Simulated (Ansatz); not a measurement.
CH$_{3}$O$_{3}$Re, triplet (typed; the unrestricted solution is spin-contaminated), at a GFN2-xTB geometry (such geometries of metal compounds can be far from the true shape) (the multiplicity is a formal guess) (core potentials on Re). Base run: HF/def2-SV(P) (Ansatz, an electronic-structure program).

Ansatz was given this input:
Ansatz 0.2 input:
```yaml
crystal:
  periodic: [false, false, false]
  atoms:
    - {symbol: Re, position_ang: [0.03195556, -0.12053854, -0.12344557]}
    - {symbol: O, position_ang: [1.45767432, 0.66095690, -0.56814494]}
    - {symbol: O, position_ang: [0.67911733, -0.77031636, 1.40556728]}
    - {symbol: O, position_ang: [-1.41120364, -0.68482651, -0.69523628]}
    - {symbol: C, position_ang: [-0.86361665, 1.61668092, 0.84836389]}
    - {symbol: H, position_ang: [-0.07912932, 2.16611947, 1.36614474]}
    - {symbol: H, position_ang: [-1.60794345, 1.27507451, 1.56674822]}
    - {symbol: H, position_ang: [-1.33259851, 2.25259882, 0.09785253]}
basis:
  gaussian:
    orbitals: def2-SV_P_.json
hamiltonian:
  xc: hf
magnetization: {spin_polarized: true, initial_magnetization: 2}
```
The basis file holds def2-SV(P) in the JSON format of the Basis Set Exchange.

The base run was repeated with changes; each row names its change, and settings that it needs were set with it.

```csv
change,basis functions,E (Eh)
base,87,-341.32926
basis = x2c-SVPall; relativity = spin-free X2C,137,-16953.57290
basis = ANO-RCC-VDZP; relativity = none,139,-14111.05661
basis = jorge-DZP-DKH; relativity = spin-free X2C; nucleus = Gaussian,135,-16861.36481
basis = x2c-SVPall; relativity = spin-free X2C; nucleus = Gaussian,137,-16951.48379
basis = x2c-SVPall; relativity = none,137,-14277.33927
basis = ANO-RCC-VDZP; relativity = spin-free X2C; nucleus = Gaussian,139,-16952.00221
basis = ANO-RCC-VDZP; relativity = spin-free X2C,139,-16954.54399
basis = jorge-DZP-DKH; relativity = none,135,-14218.99277
basis = jorge-DZP-DKH; relativity = spin-free X2C,135,-16863.15948
```

Absolute energies of different levels of theory aren't comparable as measures of quality.

Ansatz warned in this series: the basis is contracted for relativity, which the run leaves out.

Basis sets contracted for a relativistic Hamiltonian are a mismatch without it, so the rows without relativity aren't non-relativistic limits. No row has spin-orbit coupling; sets with core potentials leave out the core electrons.
